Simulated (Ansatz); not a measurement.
Isomers of CH6BFGeSi, relaxed with PBE0-D4/def2-TZVP in Ansatz; electronic energies, one conformer each and not always the lowest. Functionals use def2-TZVPP; CBS adds triple-zeta CCSD(T) − MP2 to the MP2 limit of def2-TZVPP and def2-QZVPP.

Outer-core shells of Ge are correlated without core-valence functions. Scalar relativity is left out up to krypton. Spin–orbit coupling is left out.

(1) Order them by energy at frozen-core CCSD(T)/CBS, lowest first. (An estimate is asked.)
A. `[F][GeH]1[CH2][B]1[SiH3]`
B. `[F][Ge]1([SiH3])[BH][CH2]1`
C. `[CH3][GeH]1[SiH2][B]1F`

(2) How do B3LYP-D4, B3LYP, PBE0-D4, HF/CBS(def2) place them (kcal/mol, against `[CH3][GeH]1[SiH2][B]1F`)? (An estimate is asked.)

Answers

(1) C (0.0 kcal/mol), B (5.1 kcal/mol), A (10.3 kcal/mol).

(2) Computed: 
| isomer | B3LYP-D4 | B3LYP | PBE0-D4 | HF/CBS(def2) |
| --- | --- | --- | --- | --- |
| `[F][GeH]1[CH2][B]1[SiH3]` | 8.4 | 8.7 | 13.0 | 7.7 |
| `[F][Ge]1([SiH3])[BH][CH2]1` | 2.6 | 2.9 | 7.6 | 2.8 |

B3LYP here is the variant with VWN-RPA as its local correlation; programs differ in this.
